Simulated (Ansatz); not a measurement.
**Reading a saddle point**

A first-order saddle point of Si$_{2}$H$_{4}$Cl$_{2}$OF$_{2}$, closed shell, PBE0-D4/def2-TZVP, with one imaginary mode of 424i cm⁻¹:

```csv
atom,x (Å),y (Å),z (Å)
Si1,-0.4615,0.5220,1.2079
O2,0.2228,0.2455,-0.3563
Si3,0.2656,-1.1481,-1.3494
F4,-1.0520,-0.9744,1.2628
F5,-1.8055,1.3356,1.2812
Cl6,0.7415,0.4956,2.8262
H7,0.6140,1.2843,-0.4736
Cl8,0.6002,2.6560,0.4280
H9,1.0455,-0.7015,-2.5221
H10,-1.1221,-1.4983,-1.7057
H11,0.9514,-2.2166,-0.5991
```

Ansatz 0.2.0; basis: def2-TZVPP and def2-QZVPP; cores frozen in the correlated methods. Extrapolation: Hartree–Fock as exp(−7.88 √X), correlation as X^−2.97.

(1) Which contacts change along the imaginary mode, and what lies on either side? (Judge from chemistry; the calculation decides.)

(2) Which side is lower, and how far does the saddle lie above each? (To be estimated.)

The T1 diagnostic stays at or below 0.012.

Answers

(1) By the calculation: The step is Si₂H₃ClOF₂ ([F][Si]([F])([Cl])[O][SiH3]) + HCl → SiCl₂F₂ ([F][Si]([F])([Cl])[Cl]) + SiH₄O ([OH][SiH3]), with the molecules in contact on both sides. Shortening one way: Si1–Cl8, O2–H7; lengthening the same way: Si1–O2, H7–Cl8.
| pair | one side (Å) | saddle (Å) | other side (Å) |
| --- | --- | --- | --- |
| Si1–Cl8 | 4.34 | 2.51 | 2.01 |
| O2–H7 | 2.15 | 1.12 | 0.96 |
| Si1–O2 | 1.60 | 1.73 | 3.26 |
| H7–Cl8 | 1.28 | 1.64 | 3.28 |

(2) The calculation gives: The side with Si1–O2, H7–Cl8 short is lower by 9.39 kcal/mol; the saddle lies 28.81 kcal/mol above it and 19.41 kcal/mol above the other (CCSD(T) at an estimated basis limit (MP2 extrapolated from triple and quadruple zeta, plus CCSD(T) − MP2 in triple zeta); electronic energies).

Hydrogen chloride, the by-product of chloride precursors, can attack films and sites by steps of this kind. Here a small cluster stands in for the surface site.

Labels in which every atom is bracketed show which atoms are joined, not bond orders.

For scale, one of the runs: CCSD(T)/def2-TZVPP, 317 basis functions, launched by `ansatz run in.yaml --threads 4 --pin off --events-out ev --progress --plain --max-ram 66560MiB --backend cuda --devices 0, --max-vram 37GiB`. Time: 8 s of wall clock on 4 CPU threads of an AMD EPYC 7R13 and a share of one NVIDIA H100; the host was shared. Peak host memory: 0.84 GiB.
